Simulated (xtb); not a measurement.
C₅H₄F₂, SMILES C(=C/F)/C(=C=C)F. All values are semi-empirical tight-binding results from xtb (GFN2-xTB unless named), good for trends rather than for accurate numbers. Coordinates come from a GFN2-xTB optimisation. The structure was generated by enumeration; whether it is a known compound was not checked. One conformer was computed; it need not be the lowest.

Computed properties:
```json
{
  "point_group_as_xtb_finds_it": "Cs",
  "orbital_gap": "3.47 eV",
  "dipole_moment": "1.14 D",
  "zero_point_energy": "44.8 kcal/mol",
  "G − E(el) at 298.15 K (modified RRHO)": "24.8 kcal/mol",
  "static polarisability (D4 model)": "60.1 bohr³",
  "solvation energy, GFN2-xTB/ALPB(water)": "-3.5 kcal/mol",
  "solvation energy, GFN2-xTB/ALPB(acetone)": "-6.0 kcal/mol"
}
```

Computed IR lines (harmonic; lines under 4 % of the strongest left out, lines within 3 cm⁻¹ merged):
ν (cm⁻¹): 65 (w), 537 (w), 687 (m), 771 (w), 880 (w), 950 (w), 1027 (s), 1118 (vs), 1291 (w), 1318 (w), 1430 (m), 1680 (s), 2056 (m) (against the strongest line: vs over 80 %, s over 45 %, m over 15 %, w over 4 %, vw less)
